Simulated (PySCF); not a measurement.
Compound: C7H10.
Atom-mapped SMILES: `[CH2:1]=[CH:2][C@@:3]12[CH2:4][C@@H:5]1[C@@H:6]2[CH3:7]` (hydrogens: H8, H9 on C1; H10 on C2; H11, H12 on C4; H13 on C5; H14 on C6; H15, H16, H17 on C7)

Level of theory: PBE0-D3(BJ)/def2-SVP geometry optimisation, gas phase (PySCF 2.14.0).

Give the optimised bond lengths and angles.

```json
{"bond": "C1=C2", "length (Å)": "1.338", "order": "double"}
{"bond": "C2–C3", "length (Å)": "1.456", "order": "single"}
{"bond": "C3–C4", "length (Å)": "1.499", "order": "single"}
{"bond": "C4–C5", "length (Å)": "1.487", "order": "single"}
{"bond": "C5–C6", "length (Å)": "1.496", "order": "single"}
{"bond": "C6–C7", "length (Å)": "1.510", "order": "single"}
{"bond": "C3–C5", "length (Å)": "1.499", "order": "single"}
{"bond": "C3–C6", "length (Å)": "1.497", "order": "single"}
{"bond": "C1–H8", "length (Å)": "1.092", "order": "single"}
{"bond": "C1–H9", "length (Å)": "1.094", "order": "single"}
{"bond": "C2–H10", "length (Å)": "1.097", "order": "single"}
{"bond": "C4–H11", "length (Å)": "1.099", "order": "single"}
{"bond": "C4–H12", "length (Å)": "1.097", "order": "single"}
{"bond": "C5–H13", "length (Å)": "1.090", "order": "single"}
{"bond": "C6–H14", "length (Å)": "1.100", "order": "single"}
{"bond": "C7–H15, C7–H16, C7–H17", "length (Å)": "1.100", "order": "single"}
```

Bonds in one row agree within 0.01 Å and their mean is given. Orders are formal, as drawn. A selection of angles:
```json
{"angle": "C2–C1–H8", "degrees": "121.3"}
{"angle": "C2–C1–H9", "degrees": "121.3"}
{"angle": "H8–C1–H9", "degrees": "117.4"}
{"angle": "C1–C2–C3", "degrees": "124.9"}
{"angle": "C1–C2–H10", "degrees": "119.5"}
{"angle": "C3–C2–H10", "degrees": "115.6"}
{"angle": "C2–C3–C4", "degrees": "129.1"}
{"angle": "C2–C3–C5", "degrees": "130.5"}
{"angle": "C2–C3–C6", "degrees": "129.9"}
{"angle": "C4–C3–C5", "degrees": "59.5"}
{"angle": "C4–C3–C6", "degrees": "99.4"}
{"angle": "C5–C3–C6", "degrees": "59.9"}
{"angle": "C3–C4–C5", "degrees": "60.3"}
{"angle": "C3–C4–H11", "degrees": "120.2"}
{"angle": "C3–C4–H12", "degrees": "115.7"}
{"angle": "C5–C4–H11", "degrees": "120.7"}
{"angle": "C5–C4–H12", "degrees": "116.5"}
{"angle": "H11–C4–H12", "degrees": "113.5"}
{"angle": "C4–C5–C6", "degrees": "100.0"}
{"angle": "C4–C5–H13", "degrees": "128.5"}
{"angle": "C6–C5–H13", "degrees": "129.0"}
{"angle": "C3–C5–C4", "degrees": "60.3"}
{"angle": "C3–C5–C6", "degrees": "60.0"}
{"angle": "C3–C5–H13", "degrees": "127.5"}
{"angle": "C5–C6–C7", "degrees": "124.0"}
{"angle": "C5–C6–H14", "degrees": "113.0"}
{"angle": "C7–C6–H14", "degrees": "113.1"}
{"angle": "C3–C6–C5", "degrees": "60.1"}
{"angle": "C3–C6–C7", "degrees": "124.3"}
{"angle": "C3–C6–H14", "degrees": "112.3"}
{"angle": "C6–C7–H15", "degrees": "110.6"}
{"angle": "H15–C7–H16", "degrees": "107.9"}
```

Dihedral angles: C1–C2–C3–C4 170° (antiperiplanar); C2–C3–C4–C5 119° (anticlinal); C3–C4–C5–C6 47° (synclinal); C4–C5–C6–C7 66° (synclinal); C2–C3–C5–C4 -117° (anticlinal); C2–C3–C6–C5 -120° (anticlinal).

Of the pairs four or more bonds apart, H11···H17 is among the closest relative to their van der Waals radii: 2.12 Å, 88 % of the sum of Bondi's values. The 3-membered ring C3–C5–C6 has internal angles of 59.9° to 60.1°. The C–C distances run from 1.338 Å (C1=C2, drawn double) to 1.510 Å (C6–C7, drawn single), a spread of 0.172 Å. The 3-membered ring C3–C4–C5 has internal angles of 59.5° to 60.3°.

Point group: C1 (no symmetry element, even within 0.4 Å). PBE0-D3(BJ)/def2-SVP frequencies: not computed here. One conformer, not necessarily the lowest.
